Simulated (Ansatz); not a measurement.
Species: CH4FGe, charge 0, doublet. CH4FGe (SMILES [CH2][GeH2][F], doublet).
B3LYP-D3(BJ)/def2-TZVP minimum from Ansatz (an electronic-structure program):
```xyz
7

Ge     0.0459     0.3172     0.1219
F      1.2721    -0.9475     0.0851
C     -1.5618    -0.4105    -0.6369
H     -0.1155     0.6744     1.6062
H      0.6265     1.4615    -0.7208
H     -1.7641    -0.3660    -1.6997
H     -2.2955    -0.9298    -0.0331
```
Charge 0, spin multiplicity 2.

Atomisation energy term by term, kcal/mol (programs: Ansatz). UHF or UKS for unpaired electrons; spin-orbit terms are left out. Correlated methods leave the cores frozen (noble-gas shells, and filled d and f shells in the p block). No relativity. CBS(X,Y): correlation extrapolated as X^-3, Hartree-Fock from the larger set. A bracket is a step between two methods taken in the basis named. For partners of very few electrons the exact lower level stands in for a higher one.

```
term                               basis  kcal/mol
------------------  --------------------  --------
Hartree-Fock                     cc-pVQZ    397.03
CCSD correlation    CBS(cc-pVTZ,cc-pVQZ)    127.68
(T)                 CBS(cc-pVTZ,cc-pVQZ)      6.86
CCSDT(Q) - CCSD(T)               cc-pVDZ      0.60
sum: De                                      532.2
```
